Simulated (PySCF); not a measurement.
SMILES C[SiH2]O[SiH2][O][GeH3] (CH10GeO2Si2) (GFN2-xTB optimised geometry):

```
16

Si    -0.570    -2.463     2.755
C     -2.390    -1.992     2.489
O      0.226    -2.471     1.341
Si     0.698    -1.701     0.000
O      0.269    -0.137     0.000
Ge    -0.745     1.105     0.649
H     -0.420    -3.842     3.216
H      0.082    -1.495     3.648
H     -2.877    -2.675     1.799
H     -2.947    -2.014     3.421
H     -2.481    -0.987     2.074
H      0.017    -2.352    -1.112
H      2.153    -1.701     0.000
H     -2.153     0.841     0.192
H     -0.631     1.088     2.146
H     -0.181     2.352     0.039
```

Method: PySCF 2.14.0 with PBE0/def2-TZVP.

Problem. What are the frontier orbital energies and the dipole moment?

Solution. HOMO-2 -8.76 eV, HOMO-1 -8.62 eV, HOMO -8.12 eV, LUMO 0.14 eV, LUMO+1 0.67 eV; dipole moment 1.79 D.

On the same geometry PBE/def2-TZVP (PySCF) gives HOMO-2 -7.31 eV, HOMO-1 -7.17 eV, HOMO -6.71 eV, LUMO -0.72 eV, LUMO+1 -0.22 eV; dipole moment 1.74 D.

Meta-Löwdin charges at PBE0/def2-TZVP: Si1 0.89, C2 -0.62, O3 -0.85, Si4 1.10, O5 -0.83, Ge6 0.65, H7 -0.12, H8 -0.13, H9 0.14, H10 0.14, H11 0.13, H12 -0.14, H13 -0.14, H14 -0.08, H15 -0.08, H16 -0.06.
